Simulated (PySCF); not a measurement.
# CoO₂F: from structure and modes to constants

Computed with UPBE0/[Co def2-TZVP, O def2-TZVP, F def2-TZVP], no relativity, density fitting, PySCF.

The triplet minimum has C2v symmetry. Masses (u): Co 58.93320, O 15.99492, F 18.99840.

```xyz
4
charge 0 multiplicity 3, angstrom
Co    0.0000    0.0000   -0.0544
O     1.3214    0.0000   -0.8684
O    -1.3214    0.0000   -0.8684
F     0.0000    0.0000    1.6315
```

Harmonic wavenumbers (cm⁻¹): 195.7 (b1, ×1), 225.9 (b2, ×1), 339.5 (a1, ×1), 726.2 (a1, ×1), 979.9 (b2, ×1), 1022.5 (a1, ×1).

**Question.** Find the principal moments of inertia and the rotational constants. What kind of rotor is it?

**Answer.** About the centre of mass I = 55.861, 74.864, 130.72 u Å². With B = 16.8576/I this gives 0.3018, 0.2252, 0.129 cm⁻¹. The molecule is an asymmetric top with κ = 0.11.

**Question.** What is the harmonic zero-point energy?

**Answer.** Half the sum of all 6 wavenumbers, 3490/2 = 1745 cm⁻¹, which is 20.9 kJ/mol (1 cm⁻¹ = 0.0119627 kJ/mol).

**Question.** Find the vibrational entropy and heat capacity at 298.15 K.

**Answer.** With u = 1.43878 ω/T, each mode gives S = R[u/(eᵘ−1) − ln(1−e⁻ᵘ)] and C = R u² eᵘ/(eᵘ−1)².
```tsv
ω (cm⁻¹)	u	S (J/(mol K))	C (J/(mol K))
195.7	0.944	9.09	7.72
225.9	1.090	8.00	7.54
339.5	1.639	5.08	6.68
726.2	3.504	1.16	3.26
979.9	4.729	0.42	1.67
1022.5	4.934	0.36	1.48
```
The sums over all modes are S = 24.1 and C = 28.4 J/(mol K); the softest mode gives 38 % of the entropy.

**Question.** Give the standard entropy (298.15 K, 1 bar) by its translational, rotational, vibrational and spin parts, and Cp.

**Answer.** Sackur–Tetrode with M = 109.92 u gives 167.5; rotation with symmetry number 2 gives 97.7; vibration 24.1; spin R ln 3 = 9.1. The total is 298.4 J/(mol K), and Cp = 4 R + 28.4 = 61.6 J/(mol K).

This need not be the most stable arrangement of these atoms. With open d or f shells other occupations or spin states may lie lower.
